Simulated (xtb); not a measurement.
BI₃, charge -1, doublet, geometry from GFN2-xTB (a state made from the parent by changing its charge; the spin is typed, not shown lowest), atoms displaced at random by about 0.02 Å a coordinate. Base run: GFN2-xTB (xtb).

The xtb input:
```
$ xtb mol.xyz --gfn 2 --chrg -1 --uhf 1 --opt --json

# file mol.xyz
4

B      0.02467369     0.02144493    -0.01054750
I      2.11712719    -0.39475962    -0.66808844
I     -0.78650974    -0.90587434     1.86528977
I     -1.28574248     1.28446279    -1.22084839
```

The base run was repeated with changes; each row names its change, and settings that it needs were set with it.

```csv
change,ΔE vs base (kcal/mol),optimiser steps
base,0.000,8
engine = inertial,-5.48,-
opt level = lax,0.000,7
opt level = loose,0.000,5
engine = lbfgs,-5.49,-
opt level = vtight,0.000,8
opt level = extreme,0.000,9
alpb = toluene,-41.35,8
alpb = dmf,-47.15,8
opt level = sloppy,0.000,5
```
